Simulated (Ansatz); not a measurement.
Cost and result for the atomization energy of C₂H₅FOSi, SMILES `F[C@H]1O[C@H]1[SiH3]` (10 atoms, 10 bonds).

| atom | x (Å) | y (Å) | z (Å) |
| --- | --- | --- | --- |
| F1 | -1.310 | 1.127 | -1.178 |
| C2 | 0.016 | 1.197 | -0.922 |
| O3 | 0.358 | 1.562 | 0.352 |
| C4 | 0.645 | 0.192 | -0.076 |
| Si5 | -0.318 | -1.176 | 0.786 |
| H6 | 0.530 | 1.697 | -1.739 |
| H7 | 1.709 | 0.020 | -0.247 |
| H8 | -0.163 | -2.418 | -0.016 |
| H9 | -1.746 | -0.809 | 0.912 |
| H10 | 0.278 | -1.392 | 2.128 |

The species carries charge 0 and has multiplicity 1. The structure was optimised at the PBE0-D4/def2-TZVP level. Program: Ansatz. All runs use 4 threads of an Arm Neoverse V2 on a shared host. Times are those of one run each, without the atoms' runs, and a repeat can differ threefold. Electronic energies, without spin–orbit coupling; frozen cores. CCSD(T)/CBS adds CCSD(T) − MP2 in def2-TZVPP to the MP2 limit, and its time is that of the two runs behind it. T1 = 0.013. B3LYP takes the VWN-RPA correlation (the form of Gaussian; ORCA's B3LYP/G).

CCSD(T)/CBS is a level of theory with its own doubt, some kJ/mol a heavy atom from the limit and from the frozen cores, so smaller differences don't rank the functionals.

```csv
level,functions,wall time,atomization (kJ/mol),difference from CCSD(T)/CBS,per bond
PBE-D4/def2-TZVPP (with forces),236,1.8 s,3753.4,102.0,10.2
PBE0-D4/def2-TZVPP,236,1.9 s,3661.5,10.1,1.0
B3LYP-D4/def2-TZVPP (with forces),236,2.9 s,3642.1,-9.3,-0.9
r2SCAN-D4/def2-TZVPP (with forces),236,3.4 s,3671.3,19.9,2.0
B2PLYP/def2-TZVPP,236,3.5 s,3608.3,-43.1,-4.3
ωB97X-V/def2-TZVPP,236,5.5 s,3678.6,27.2,2.7
ωB97M-V/def2-TZVPP (with forces),236,7.5 s,3667.5,16.1,1.6
MP2/def2-QZVPP,448,14 s,3692.3,40.9,4.1
CCSD(T)/def2-TZVPP,236,91 s,3552.0,-99.4,-9.9
CCSD(T)/CBS(def2),–,100 s,3651.4,0.0,0.0
```

The D4 term adds +29.1 kJ/mol with B3LYP and +15.1 kJ/mol with PBE0; it sums over pairs of atoms, weighted by their polarisabilities, and B3LYP, whose exchange is more repulsive, gets the larger term. In def2-TZVPP, CCSD(T) changes the Hartree–Fock value by +983.6 kJ/mol (the triples alone add +63.6 kJ/mol) and MP2 by +1065.0 kJ/mol; breaking electron pairs costs correlation energy, which Hartree–Fock lacks. From PBE to PBE0 (25 % exact exchange), in def2-TZVPP and without D4, the atomization energy moves by −89.0 kJ/mol: exact exchange takes away binding that semilocal exchange gives to molecules.
